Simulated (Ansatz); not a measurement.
`[SiH3]C1=CC1(S)S`, relaxed with RKS PBE0-D4/def2-TZVP in Ansatz 0.2.0 from a PBE-D4/def2-SVP geometry. The force threshold is 0.005 eV/Å; the program also tests the step.

Total charge 0; spin multiplicity 1.

Start:

```xyz
12

Si    1.322   -1.559   -0.749
C     0.278   -0.026   -0.623
C    -0.266    1.092   -1.077
C    -0.623    0.756    0.316
S    -2.323    0.169    0.660
S     0.178    1.614    1.724
H     0.489   -2.735   -0.320
H     1.800   -1.751   -2.161
H     2.500   -1.423    0.177
H    -0.404    1.800   -1.903
H    -2.041   -0.305    1.907
H    -0.908    2.371    2.050
```

| step | energy (eV) | largest force (eV/Å) | largest move (Å) |
| --- | --- | --- | --- |
| 1 | -32742.1563 | 0.997 | 0.000 |
| 2 | -32742.2151 | 0.265 | 0.034 |
| 3 | -32742.2237 | 0.055 | 0.024 |
| 4 | -32742.2241 | 0.040 | 0.011 |
| 5 | -32742.2242 | 0.020 | 0.004 |
| 6 | -32742.2243 | 0.014 | 0.011 |
| 7 | -32742.2244 | 0.021 | 0.013 |
| 8 | -32742.2245 | 0.014 | 0.023 |
| 9 | -32742.2245 | 0.006 | 0.011 |
| 10 | -32742.2245 | 0.007 | 0.002 |
| 11 (rejected) | -32742.2245 | 0.008 | 0.002 |
| 12 | -32742.2245 | 0.002 | 0.001 |

End:

```xyz
12

Si    1.312   -1.547   -0.743
C     0.263   -0.038   -0.607
C    -0.275    1.053   -1.065
C    -0.622    0.747    0.322
S    -2.300    0.188    0.679
S     0.184    1.614    1.688
H     0.486   -2.726   -0.387
H     1.825   -1.677   -2.129
H     2.442   -1.426    0.211
H    -0.415    1.744   -1.881
H    -2.033   -0.318    1.894
H    -0.865    2.386    2.017
```

Hardware: 2 threads of an AMD EPYC 7R13 on a shared host and a share of an NVIDIA H100 80 GB. Wall time 45 s, peak host memory 0.91 GiB.
